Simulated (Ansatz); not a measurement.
The same path of C$_{3}$H$_{7}$OSb (12 atoms, charge 0, multiplicity 1) was run 3 times with different band settings. The coordinate that changes most is the height of Sb3 over the plane of its neighbours.

All numbers below come from RKS BLYP/def2-SVP (Ansatz 0.2.0).

Relaxed end points:

```xyz
12
Properties=species:S:1:pos:R:3
C -0.087 1.895 0.423
C -0.085 0.644 -0.090
Sb -1.986 -0.551 -0.259
O 1.043 0.182 -0.725
C 1.360 -1.204 -0.626
H 0.835 2.499 0.400
H -0.993 2.336 0.856
H -2.792 0.517 0.849
H -1.596 -1.644 1.047
H 2.259 -1.373 -1.248
H 0.538 -1.849 -1.016
H 1.580 -1.507 0.422
```

```xyz
12
Properties=species:S:1:pos:R:3
C -0.185 1.927 0.152
C 0.043 0.599 0.268
Sb -1.418 -0.748 1.328
O 1.281 0.100 -0.060
C 1.360 -1.204 -0.631
H 0.592 2.581 -0.278
H -1.125 2.379 0.489
H -2.652 0.472 1.240
H -2.024 -1.494 -0.131
H 2.435 -1.429 -0.766
H 0.848 -1.259 -1.618
H 0.921 -1.980 0.040
```

Common settings: movable images 9; climbing image yes; optimiser quadratic models (default); start path through a guess of the saddle point; iteration limit 60; end points relaxed.

| run | spring | force threshold |
| --- | --- | --- |
| 1 | 5.0 eV/Å² | 0.03 eV/Å |
| 2 | 0.1 eV/Å² | 0.03 eV/Å |
| 3 | 5.0 eV/Å² | 0.2 eV/Å |

(1) What does each run give, and how far can it be trusted?

Results:

(1) Run 1: converged after 45 iterations, highest image 2.005 eV above the first end. Beside the main top the profile has a ripple of under 15 meV (maxima at images 5, 8), which may be a very shallow well or noise. Neighbouring images differ by up to 1.8 eV, so the band resolves the path poorly. A vibrational analysis at the climbing image gives one clearly imaginary mode, 916i cm⁻¹: a first-order saddle point.
Run 2: converged after 51 iterations, highest image 2.006 eV above the first end. The profile has 2 maxima (images 5, 8) with wells between them (image 7): this band takes more than one step, which may be the mechanism or a detour left from its start path. Neighbouring images differ by up to 1.9 eV, so the band resolves the path poorly. Another band between the same ends (9 images) ends at a top of the same energy, where a vibrational analysis finds 1 clearly imaginary mode.
Run 3: converged after 7 iterations, highest image 2.134 eV above the first end. The threshold of 0.2 eV/Å is loose, so the images may lie well off the minimum-energy path. Neighbouring images differ by up to 1.3 eV, so the band resolves the path poorly. The order of the stationary point at the top wasn't checked.
